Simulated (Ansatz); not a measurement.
Stepwise reaction of `N#[C][Sn]([F])([F])[C]#N` with hydrogen fluoride, as a gas-phase model of exchange steps in deposition or etching. ΔE in kJ/mol; ΔG adds harmonic PBE0-D4 terms to CCSD(T)/CBS, at 1 bar.

Program: Ansatz. Geometries: PBE0-D4/def2-TZVP. ΔE: electronic, gas phase. CCSD(T)/CBS adds triple-zeta CCSD(T) − MP2 to the extrapolated MP2 energy (def2 sets, frozen cores). This one scheme is used for every species. DFT in def2-TZVPP. B3LYP here is the variant with VWN-RPA as its local correlation; programs differ in this. Elements past krypton have def2 core potentials. For Sn outer-core shells are correlated without core-valence functions, which leaves a few kJ/mol of doubt a bond.

```
step                                                             reaction  PBE-D4  B3LYP-D4  ωB97M-V  CCSD(T)/CBS  ΔG(500 K)
   1  `N#[C][Sn]([F])([F])[C]#N` + H–F → `N#[C][Sn]([F])([F])[F]` + `C#N`   -43.8     -46.2    -43.4        -37.6      -35.2
```

**Question.** Give the row of step 2, `N#[C][Sn]([F])([F])[F]` + H–F → `[F][Sn]([F])([F])[F]` + `C#N`. (An estimate is asked.)

**Answer.** Computed: 
```csv
step,reaction,PBE-D4,B3LYP-D4,ωB97M-V,CCSD(T)/CBS,ΔG(500 K)
2,`N#[C][Sn]([F])([F])[F]` + H–F → `[F][Sn]([F])([F])[F]` + `C#N`,-39.5,-41.6,-39.3,-34.3,-27.5
```

**Question.** By hand: ΔE of the 2 steps together at CCSD(T)/CBS.

**Answer.** (-37.6) + (-34.3) = -71.9 kJ/mol, or -36.0 kJ/mol a step.

In ΔE the steps differ by no more than 3.3 kJ/mol. All are downhill at CCSD(T)/CBS. ΔG lies between -35.2 and -27.5 kJ/mol a step. PBE-D4 differs from CCSD(T)/CBS by -6.2 to -5.2 kJ/mol a step. Isolated molecules leave out the surface, adducts and barriers. Largest T1 diagnostic: 0.015.
